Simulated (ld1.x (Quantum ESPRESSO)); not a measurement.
# u(r) = r·R(r): atom against pseudo-atom (nitrogen (N))

Columns: radius, all-electron u(r) and pseudo u(r) of the 2p shell (level -7.09 eV) of nitrogen in the configuration [He] 2s2 2p3; PBE, scalar-relativistic, TM scheme, ld1.x (Quantum ESPRESSO) 7.5.

```json
{"r (bohr)": "0.093", "all-electron": "0.0644", "pseudo": "0.0233"}
{"r (bohr)": "0.185", "all-electron": "0.1910", "pseudo": "0.0896"}
{"r (bohr)": "0.278", "all-electron": "0.3291", "pseudo": "0.1920"}
{"r (bohr)": "0.370", "all-electron": "0.4532", "pseudo": "0.3161"}
{"r (bohr)": "0.463", "all-electron": "0.5575", "pseudo": "0.4498"}
{"r (bohr)": "0.555", "all-electron": "0.6389", "pseudo": "0.5753"}
{"r (bohr)": "0.648", "all-electron": "0.7005", "pseudo": "0.6828"}
{"r (bohr)": "0.740", "all-electron": "0.7424", "pseudo": "0.7618"}
{"r (bohr)": "0.833", "all-electron": "0.7680", "pseudo": "0.8114"}
{"r (bohr)": "0.925", "all-electron": "0.7795", "pseudo": "0.8322"}
{"r (bohr)": "1.018", "all-electron": "0.7798", "pseudo": "0.8304"}
{"r (bohr)": "1.110", "all-electron": "0.7715", "pseudo": "0.8126"}
{"r (bohr)": "1.203", "all-electron": "0.7562", "pseudo": "0.7851"}
{"r (bohr)": "1.295", "all-electron": "0.7362", "pseudo": "0.7538"}
{"r (bohr)": "1.388", "all-electron": "0.7124", "pseudo": "0.7212"}
{"r (bohr)": "1.480", "all-electron": "0.6864", "pseudo": "0.6899"}
{"r (bohr)": "1.573", "all-electron": "0.6585", "pseudo": "0.6594"}
{"r (bohr)": "1.665", "all-electron": "0.6299", "pseudo": "0.6301"}
{"r (bohr)": "1.758", "all-electron": "0.6007", "pseudo": "0.6007"}
{"r (bohr)": "1.850", "all-electron": "0.5719", "pseudo": "0.5719"}
{"r (bohr)": "1.943", "all-electron": "0.5431", "pseudo": "0.5431"}
{"r (bohr)": "2.035", "all-electron": "0.5152", "pseudo": "0.5152"}
{"r (bohr)": "2.128", "all-electron": "0.4878", "pseudo": "0.4878"}
{"r (bohr)": "2.220", "all-electron": "0.4616", "pseudo": "0.4616"}
{"r (bohr)": "2.313", "all-electron": "0.4361", "pseudo": "0.4361"}
{"r (bohr)": "2.405", "all-electron": "0.4119", "pseudo": "0.4119"}
```

(1) How many radial nodes do the two functions have?

(2) At about which radius was the pseudo-wave matched?

(3) Is the pseudo-wave norm-conserving?

Results:

(1) The all-electron 2p function has n − l − 1 = 0; the pseudo-wave has 0.

(2) 1.85 bohr. The columns agree to 0.0005 from 1.67 bohr on; several derivatives are matched, so the curves merge somewhat inside the radius.

(3) Yes: the TM scheme keeps the norm inside the radius equal to the all-electron one, which fixes the energy derivative of the logarithmic derivative at the level.
